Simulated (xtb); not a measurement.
C₃HBrF₂, SMILES FC(=C=CBr)F. All values are semi-empirical tight-binding results from xtb (GFN2-xTB unless named), good for trends rather than for accurate numbers. Geometry optimised at GFN2-xTB.

Computed properties:
```yaml
point_group_as_xtb_finds_it: Cs
orbital_gap: 4.06 eV
zero_point_energy: 18.9 kcal/mol
G − E(el) at 298.15 K (modified RRHO): -1.3 kcal/mol
static polarisability (D4 model): 57.2 bohr³
solvation energy, GFN2-xTB/ALPB(water): -0.9 kcal/mol
solvation energy, GFN2-xTB/ALPB(methanol): -4.4 kcal/mol
```
